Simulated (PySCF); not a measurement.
Excitations are Tamm–Dancoff values on a coarser integration grid. The basis has no diffuse functions, so Rydberg states are missing or too high.

Z-matrix (Å, degrees):
```
Si
F 1 1.5930
S 1 2.1115 2 112.18
H 3 1.3459 1 93.90 2 73.98
S 1 2.1162 2 109.23 3 118.71
H 5 1.3457 1 93.55 2 50.08
S 1 2.1164 2 103.37 6 99.93
H 7 1.3440 1 92.67 2 -169.14
```
Charge 0, multiplicity 1.

### Question
Give the dipole moment, S1–T1 gap (TDA) and LUMO at the level TPSSh-D3(BJ)/def2-TZVP // PBE0-D3(BJ)/def2-TZVP (PySCF 2.14.0).

### Answer

```
Property           Result
---------------  --------
dipole moment      1.34 D
S1–T1 gap (TDA)   0.48 eV
LUMO             -0.67 eV
```
